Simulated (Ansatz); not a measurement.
This geometry of C₄H₅FSe (11 atoms, charge 0, multiplicity 1) is a first-order saddle point.

Method: RHF/def2-SVP (Ansatz).

```xyz
11
Properties=species:S:1:pos:R:3
C -1.250 -1.735 1.692
C -0.857 -1.164 0.596
C -0.453 -0.565 -0.484
F 0.101 -1.251 -1.479
Se -0.652 1.296 -0.797
C 1.244 1.768 -0.943
H -2.270 -2.081 1.815
H -0.566 -1.878 2.520
H 1.844 0.884 -0.747
H 1.451 2.133 -1.945
H 1.474 2.536 -0.208
```

Problem. Which two structures does it join? (They come from a converged band through this point; their orientation in space is the band's.)

Solution. No bond is made or broken. The dihedral C3–Se5–C6–H9 goes from 57 to -65°. The two ends are copies of one structure, up to a mirror image or an exchange of like atoms.

Image 0:

```xyz
11
Properties=species:S:1:pos:R:3
C -1.364 -1.640 1.767
C -0.836 -1.139 0.691
C -0.329 -0.612 -0.382
F 0.411 -1.333 -1.217
Se -0.622 1.183 -0.930
C 1.248 1.715 -1.067
H -2.364 -2.057 1.759
H -0.818 -1.657 2.703
H 1.767 1.059 -1.761
H 1.253 2.732 -1.453
H 1.721 1.691 -0.089
```

Image 10:

```xyz
11
Properties=species:S:1:pos:R:3
C -1.295 -1.752 1.708
C -0.876 -1.136 0.645
C -0.472 -0.490 -0.407
F 0.012 -1.134 -1.464
Se -0.579 1.396 -0.608
C 1.304 1.717 -0.991
H -2.335 -2.039 1.818
H -0.616 -1.999 2.516
H 1.915 1.467 -0.127
H 1.608 1.135 -1.857
H 1.399 2.778 -1.213
```

Problem. How far does it lie above each of them?

Solution. 1.6 kcal/mol above the first and 1.6 kcal/mol above the second. This is the barrier of this one path; another mechanism may lie lower.

The run took 8.8 min on 2 threads of Arm Neoverse V2 (shared host), peak memory 0.34 GiB.
